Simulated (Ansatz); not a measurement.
```yaml
crystal:
  periodic: [false, false, false]
  atoms:
    - {symbol: Sr, position_ang: [-1.513487, -1.193159, -0.740577]}
    - {symbol: Sr, position_ang: [1.325948, -0.018214, 1.432724]}
    - {symbol: Se, position_ang: [0.327750, 1.135679, -0.801357]}
basis:
  gaussian: {orbitals: def2-TZVPD}
total_charge: -1
magnetization: {spin_polarized: true, initial_magnetization: 1}
hamiltonian: {xc: {name: HSE06}, dispersion: d3bjatm}
scf: {omitted_lower_state_checks: [starts]}
output: {forces: true}
```

```sh
$ ansatz run in.yaml --threads 4 --pin off --events-out ev --progress --plain --max-ram 3916MiB
```

It prints (some lines left out):

```
Functional definition: HSE06
1097 factors; their error is unknown
115 factors; integrals over basis functions are off by at most 1.9e-5 eV
mean field evaluation 1: about -67015.5015 eV, gradient 1.0e1 eV
mean field evaluation 2: about -67015.4743 eV, gradient 9.8e0 eV
mean field evaluation 4: about -67015.7779 eV, gradient 3.9e-1 eV
mean field evaluation 8: about -67015.7890 eV, gradient 7.9e-2 eV
mean field evaluation 16: about -67016.0827 eV, gradient 8.8e-4 eV
mean field -67016.08269694 eV, -2462.7956139803 hartree, gradient 1.9e-5 eV, S^2 0.860896; 0 other end points of the search recorded, 0 dependent functions left out
reference -67016.08272952 eV, -2462.7956151776 hartree; 28, 27 occupied and 95, 96 virtual orbitals, 1097 factors
Total energy: -67016.18109648 eV, -2462.7992300964 hartree
Atom 0 at    -1.513487    -1.193159    -0.740577 Å, force     0.167564     0.357095    -0.141713 eV/Å
Atom 1 at     1.325948    -0.018214     1.432724 Å, force     0.416119    -0.213273     0.680125 eV/Å
Atom 2 at     0.327750     1.135679    -0.801357 Å, force    -0.583682    -0.143823    -0.538412 eV/Å
Dipole moment:     0.028768     0.055084    -0.018492 e Å
Checks for a lower state left out: starts
```

It took 5 s on 4 threads of Arm Neoverse V1 on a shared host.

In the def2 sets Sr takes a core potential; there is no spin–orbit coupling. HSE06 is defined as in plane-wave codes, on full-range PBE exchange.

The dipole of an ion depends on the origin.
